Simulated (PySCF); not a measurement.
Cartesian coordinates in Å; atom numbers follow the order of the lines, from 1:
```xyz
17

F     3.2258    0.5201   -0.3787
C     2.3761    0.4388    0.6699
F     3.0307   -0.1250    1.6844
O     1.3286   -0.3691    0.3646
C     0.3476    0.2135   -0.4759
C    -0.6862   -0.8687   -0.7611
C    -1.5595   -1.0160    0.4948
Si   -1.5770    0.7601    1.1308
O    -0.2694    1.2827    0.1742
H     2.0627    1.4620    0.9397
H     0.8334    0.5973   -1.3884
H    -0.1840   -1.8030   -1.0516
H    -1.2942   -0.5322   -1.6156
H    -1.0672   -1.6651    1.2355
H    -2.5478   -1.4429    0.2745
H    -2.7810    1.5659    0.7796
H    -1.2860    0.9201    2.5837
```

Geometry: PBE0-D3(BJ)/def2-SVP; GIAO absolute shieldings from PySCF 2.14.0 with density-fitted response routines, gas phase, non-relativistic, averaged over equivalent atoms.

At KT3/pcSseg-1 (200 basis functions, 38 s wall time on 1 thread of an Arm Neoverse V2, shared host):
| atoms | σ (ppm) |
| --- | --- |
| F1 | 267.6 |
| F3 | 274.6 |
| C2 | 64.5 |
| C5 | 82.7 |
| C6 | 147.4 |
| C7 | 175.6 |
| O4 | 155.8 |
| O9 | 241.4 |
| Si8 | 359.0 |
| H10 | 24.96 |
| H11 | 25.72 |
| H17 | 26.30 |
| H16 | 26.43 |
| H12 | 29.05 |
| H13 | 29.75 |
| H14 | 29.90 |
| H15 | 30.44 |

What do these become at PBE0/pcSseg-1?

Answers


```csv
atoms,σ at PBE0/pcSseg-1,change
F1,280.0,+12.4
F3,286.8,+12.2
C2,65.0,+0.5
C5,84.5,+1.8
C6,150.4,+3.0
C7,179.4,+3.8
O4,166.2,+10.4
O9,251.8,+10.4
Si8,340.5,-18.5
H10,25.05,+0.09
H11,25.84,+0.12
H17,26.18,-0.12
H16,26.30,-0.13
H12,29.06,+0.01
H13,29.69,-0.06
H14,29.84,-0.06
H15,30.42,-0.02
```

The largest change is at Si8 (silicon bonded to C, O, 2 H, in a 5-membered ring). Cost: 200 basis functions, 28 s wall time on 1 thread of an Arm Neoverse V2, shared host. The order of the carbon signals is the same at both levels.
